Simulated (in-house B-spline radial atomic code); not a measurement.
Configurations of the ruthenium ion Ru⁶⁺, with energies counted from [Kr] 4d2. Method: Dirac-Hartree-Fock, average of configuration, Fermi nucleus of rms radius 4.4809 fm. Calculated with a B-spline radial code for spherical atoms. Energies include first-order Breit, QED and recoil terms.

Occupations are held fixed; configurations that lie above the ionisation limit could autoionise.

```tsv
configuration	E - E(ref) (eV)	highest orbital	its <r> (bohr)
[Ar] 3d10 4s2 4p5 4d3	48.858	4d5/2	1.265
[Kr] 4d1 6s1	52.83	6s1/2	3.728
[Kr] 4d1 5g1	64.895	5g7/2	3.881
[Kr] 4d1 6f1	71.078	6f7/2	6.01
[Kr] 4d1 7f1	76.749	7f7/2	8.656
[Kr] 4d1 8f1	80.374	8f7/2	11.73
```

(1) Order these further configurations by energy, lowest first.
A. [Kr] 4d1 6p1
B. [Ar] 3d10 4s2 4p5 4d2 5s1
C. [Kr] 4d1 4f1
D. [Ar] 3d10 4s2 4p5 4d2 5f1
E. [Ar] 3d10 4s2 4p5 4d2 6s1

(2) How far above the reference does [Ar] 3d10 4s2 4p5 4d2 7g1 lie?

(3) How far above the reference does [Kr] 4d1 7p1 lie?

## Answers

(1) C (44.143 eV), A (57.104 eV), B (71.683 eV), E (102.01 eV), D (110.59 eV).

(2) 127.26 eV; its least bound orbital is 7g7/2 with <r> = 8.961 bohr.

(3) 68.872 eV; its least bound orbital is 7p3/2 with <r> = 6.192 bohr.
